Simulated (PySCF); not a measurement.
KSi: frontier orbitals

r²SCAN at R = 3.054 Å; PySCF, no relativity, basis sets K pcseg-1, Si pcseg-1. State: ⁴Σ⁻ (quartet), unpaired electrons σ ↑, π ↑↑. Only the outer orbitals are listed, counted within each symmetry.

| spin | orbital | occ. | ε (eV) | on K (%) | main shells (%) |
| --- | --- | --- | --- | --- | --- |
| α | 7σ | 1 | -36.83 | 100 | 100 K s |
| α | 3π | 1 | -20.07 | 100 | 100 K p |
| α | 3π | 1 | -20.07 | 100 | 100 K p |
| α | 8σ | 1 | -20.02 | 99 | 100 K p |
| α | 9σ | 1 | -9.80 | 4 | 96 Si s |
| α | 10σ | 1 | -3.55 | 19 | 80 Si p, 14 K s |
| α | 4π | 1 | -3.24 | 8 | 92 Si p |
| α | 4π | 1 | -3.24 | 8 | 92 Si p |
| α | 11σ | 0 | -1.44 | 94 | 75 K s, 17 K p |
| α | 5π | 0 | 0.44 | 98 | 93 K p |
| α | 5π | 0 | 0.44 | 98 | 93 K p |
| β | 7σ | 1 | -36.78 | 100 | 100 K s |
| β | 3π | 1 | -20.01 | 100 | 100 K p |
| β | 3π | 1 | -20.01 | 100 | 100 K p |
| β | 8σ | 1 | -19.93 | 100 | 100 K p |
| β | 9σ | 1 | -7.21 | 6 | 94 Si s |
| β | 10σ | 0 | -1.31 | 52 | 49 K s, 45 Si p |
| β | 4π | 0 | -0.76 | 15 | 85 Si p |
| β | 4π | 0 | -0.76 | 15 | 85 Si p |

Task: Which are the highest filled and the lowest empty level, where do they sit, and how wide is the gap?

Result: Highest filled α 4π at -3.24 eV (in %: 92 Si p); lowest empty α 11σ at -1.44 eV (in %: 75 K s, 17 K p); the gap at r²SCAN is 1.80 eV.

```
bond order (Mayer)                              : 0.75
⟨S²⟩                                            : 3.750
charge on K (Mulliken, basis-dependent)         : 0.56
charge on K (Löwdin, basis-dependent)           : 0.37
dipole moment (positive dipole means K(−)Si(+)) : -10.07 D
```

The state was picked by a PBE0 search and need not be the measured ground state.
